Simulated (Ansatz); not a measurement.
`[NH2][Mo](=[O])(=[O])[Cl]` + H–F → `[NH2][Mo](=[O])(=[O])[F]` + HCl at 600 K and 1 bar (ligand exchange at a Mo–Cl bond).

Calculated with Ansatz (gas phase, PBE0-D4/def2-TZVP geometries, no zero-point term in ΔE). CCSD(T)/CBS adds triple-zeta CCSD(T) − MP2 to the extrapolated MP2 energy (def2 sets, frozen cores). This one scheme is used for every species. def2 core potentials past Kr. For Mo outer-core shells are correlated without core-valence functions, which leaves a few kJ/mol of doubt a bond. One conformer a species, not always the lowest.

```json
{"species": "`[NH2][Mo](=[O])(=[O])[Cl]`", "CCSD(T)/CBS energy (Eh)": "-734.32634", "H − E (kJ/mol)": "142.0", "S (J/(mol·K))": "420.1"}
{"species": "H–F", "CCSD(T)/CBS energy (Eh)": "-100.39570", "H − E (kJ/mol)": "42.3", "S (J/(mol·K))": "194.0"}
{"species": "`[NH2][Mo](=[O])(=[O])[F]`", "CCSD(T)/CBS energy (Eh)": "-374.33425", "H − E (kJ/mol)": "142.9", "S (J/(mol·K))": "406.8"}
{"species": "HCl", "CCSD(T)/CBS energy (Eh)": "-460.38127", "H − E (kJ/mol)": "35.4", "S (J/(mol·K))": "207.2"}
```

H − E and S are ideal-gas, rigid-rotor, harmonic terms from PBE0-D4/def2-TZVP, for one conformer and one mirror image of each species. 1 Eh = 2625.50 kJ/mol, R = 8.31446 J/(mol·K).

Task: By hand: ΔE, ΔH, ΔS and ΔG.

Result: ΔE = (-374.33425) + (-460.38127) − (-734.32634) − (-100.39570) = 0.00652 Eh = 17.1 kJ/mol. Δ(H − E) = 142.9 + 35.4 − 142.0 − 42.3 = -6.0, so ΔH = 11.1 kJ/mol. ΔS = 406.8 + 207.2 − 420.1 − 194.0 = -0.1 J/(mol·K). ΔG = 11.1 − 600 × (-0.1)/1000 = 11.2 kJ/mol.

Task: By hand: the equilibrium constant, and the temperature at which ΔG would vanish if ΔH and ΔS stayed fixed.

Result: log₁₀ K = −ΔG/(RT ln 10) = -1.0. ΔH and −TΔS have one sign here, so there is no such temperature. One of them is within its doubt of zero, so this could turn.

The number of gas molecules stays the same, so ΔS is small and ΔH decides. A doubt of 5 kJ/mol in ΔE shifts log₁₀ K by 0.4 here. Other conformers and mirror images would add mixing entropy, several J/(mol·K) or more a flexible species. These are equilibria of isolated gas molecules and say nothing of rates. Largest T1 diagnostic: 0.024 (customary marks: 0.02 for closed shells, 0.045 for open ones).
